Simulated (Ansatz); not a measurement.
**A van 't Hoff estimate for C3H10Si ⇌ C2H6Si + CH4**

Species: C3H10Si `CC(C)[SiH3]`, singlet; C2H6Si `C=C[SiH3]`, singlet; CH4 (methane) `C`, singlet. 

The electronic reaction energy at CCSD(T)/CBS estimate is +86.3 kJ/mol. Shapes: PBE0-D4/def2-TZVP. Programs: Ansatz 0.2.0. Enthalpy and entropy come from rigid-rotor, harmonic-oscillator sums on unscaled PBE0-D4/def2-TZVP wavenumbers, ideal gases at 1 bar. Symmetry numbers: C3H10Si 1, C2H6Si 1, CH4 12. R = 8.3145 J/(mol K).

| T (K) | ΔH (kJ/mol) | ΔS (J/(mol K)) |
| --- | --- | --- |
| 800 | +71.5 | +141.5 |
| 1100 | +67.5 | +137.3 |
| 1400 | ? | ? |

Task: Work out ln K at 800 and 1100 K, and from these estimate it at 1400 K.

Result: 
1. 800 K: ΔG = +71.5 − 800 × (+141.5)/1000 = -41.7 kJ/mol; ln K = −ΔG/RT = +6.27.
2. 1100 K: ΔG = +67.5 − 1100 × (+137.3)/1000 = -83.5 kJ/mol; ln K = −ΔG/RT = +9.13.
3. Slope against 1000/T: (+9.13 − (+6.27))/(0.9091 − 1.2500) = -8.39, that is −ΔH/R with ΔH near +70 kJ/mol.
4. 1400 K: ln K = +6.27 + (-8.39) × (0.7143 − 1.2500) = +10.76.

The full sums give ΔH = +62.9 kJ/mol, ΔS = +133.6 J/(mol K), ΔG = -124.1 kJ/mol and ln K = +10.66 at 1400 K, so the line is off by +0.10 in ln K; without rounding the miss is +0.10, from the change of ΔH with temperature. The products are favoured over this whole range. The number of molecules rises, which sets the sign of ΔS, and lower pressure favours the products. An error of 10 kJ/mol in the energy moves ln K by 0.9 at 1400 K. Soft modes are treated as harmonic, which can err either way at these temperatures; the lowest are those of C3H10Si (139 cm⁻¹), C2H6Si (143 cm⁻¹). The CBS estimate extrapolates MP2 from def2-TZVPP and def2-QZVPP and adds CCSD(T) − MP2 in the triple-zeta set, cores frozen.
